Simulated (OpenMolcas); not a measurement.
Co6+, Rh6+, Ir6+: d3 down the group

```yaml
Program: OpenMolcas
Method: SS-RASPT2, IPEA 0.25 Eh, imaginary shift 0.1 Eh
Basis: ANO-RCC-VTZP
Scalar_Hamiltonian: DKH2, point nucleus
Spin-orbit_coupling: state interaction with AMFI integrals over the reference wave functions, term energies averaged over their components
```

Active space for each ion: 9 electrons in 8 orbitals (RAS1 p, at most 2 holes; RAS2 d); closed shells correlated by CASPT2: Co6+ 3s; Rh6+ 4s; Ir6+ 5s.

Computed levels in cm-1 above 4F 3/2:

```json
{"Level": "4F 5/2", "Co6+": "752", "Rh6+": "1940", "Ir6+": "8770"}
{"Level": "4F 7/2", "Co6+": "1753", "Rh6+": "4210", "Ir6+": "15020"}
{"Level": "4P 1/2", "Co6+": "22170", "Rh6+": "15250", "Ir6+": "20160"}
{"Level": "4P 5/2", "Co6+": "23360", "Rh6+": "18160", "Ir6+": "30260"}
{"Level": "2G 7/2", "Co6+": "24460", "Rh6+": "18250", "Ir6+": "28510"}
{"Level": "2G 9/2", "Co6+": "25440", "Rh6+": "19340", "Ir6+": "46330"}
{"Level": "2P 3/2", "Co6+": "31010", "Rh6+": "28640", "Ir6+": "49700"}
{"Level": "2P 1/2", "Co6+": "31260", "Rh6+": "23250", "Ir6+": "35720"}
{"Level": "2H 9/2", "Co6+": "33670", "Rh6+": "25680", "Ir6+": "29980"}
{"Level": "weight of 4F in the lowest level (%)", "Co6+": "100", "Rh6+": "97", "Ir6+": "78"}
```

Mixed levels, with the weight of the term that names them: Co6+ 2P 3/2 (61 %), Rh6+ 2G 9/2 (64 %), Rh6+ 2P 3/2 (54 %), Rh6+ 2H 9/2 (68 %), Ir6+ 4P 1/2 (67 %), Ir6+ 2G 9/2 (58 %), Ir6+ 2P 3/2 (56 %), Ir6+ 2P 1/2 (67 %), Ir6+ 2H 9/2 (55 %).

Measured, with the error of the calculation in %. Measured levels: Co6+ from Sugar and Corliss, J. Phys. Chem. Ref. Data 10, 1097 (1981).

```json
{"Level": "4F 5/2", "Co6+": "698 (+7.7)"}
{"Level": "4F 7/2", "Co6+": "1610 (+8.9)"}
{"Level": "4P 1/2", "Co6+": "21096 (+5.1)"}
{"Level": "4P 5/2", "Co6+": "22187 (+5.3)"}
```

The fine-structure level 4F 7/2 changes by a factor of 8.57 from Co6+ to Ir6+.

Without spin-orbit coupling 4P lies 21220, 13140, 12300 cm-1 above 4F in that order; the difference to the level 4P 1/2, of either sign, comes from spin-orbit coupling, which also lowers the zero.

Term energies are means over components that CASPT2 splits; among the terms shown or strongly mixed into the levels shown the widest spread is 270 cm-1 (4d3 4F, Rh6+). Active for correlation alone: 3p; no level in the range computed is led by a configuration that opens it, so any true level of that kind is missing (holds for Co6+). Active for correlation alone: 4p; no level in the range computed is led by a configuration that opens it, so any true level of that kind is missing (holds for Rh6+). Active for correlation alone: 5p; no level in the range computed is led by a configuration that opens it, so any true level of that kind is missing (holds for Ir6+). Measured partners are found by configuration, term and J. A level has none where our copy of the source lacks it or the pairing is in doubt (some pairs that miss far off the trend of their configuration count as doubtful), and it then counts in no deviation. Levels of configurations outside the active space are missing.
